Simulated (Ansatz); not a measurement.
ClF$_{4}$Ta, SMILES `[F][Ta]([F])([F])([F])[Cl]`. The species carries charge 0 and has multiplicity 1. Ta takes the def2 core potential. The geometry is a stationary point of PBE0-D4/def2-TZVP.

```xyz
6

F     1.625    0.810   -0.338
Ta    0.012    0.005    0.055
F     0.413    0.177    1.878
F    -1.495    1.033    0.327
F    -0.070   -1.824    0.279
Cl   -0.484   -0.201   -2.202
```

(1) What is the dipole moment at B3LYP/def2-TZVPP? (Estimate.)

(2) And with PBE, r2SCAN, ωB97M-V? (An estimate is asked.)

(3) Give the Mulliken charges with B3LYP, ωB97M-V, PBE in def2-TZVPP. (An estimate is asked.)

## Answers

(1) Ansatz gave: 0.11 D, with components (-0.02, -0.02, -0.11) D in this frame, pointing from negative to positive charge.

(2) Computed: PBE 0.01 D, r2SCAN 0.02 D, ωB97M-V 0.01 D.

(3) Computed: 
```
atom  B3LYP  ωB97M-V    PBE
  F1  -0.25    -0.24  -0.21
 Ta2   1.31     1.25   1.09
  F3  -0.29    -0.29  -0.24
  F4  -0.25    -0.24  -0.21
  F5  -0.25    -0.24  -0.20
 Cl6  -0.25    -0.23  -0.23
```

B3LYP here is the variant with VWN-RPA as its local correlation; programs differ in this.
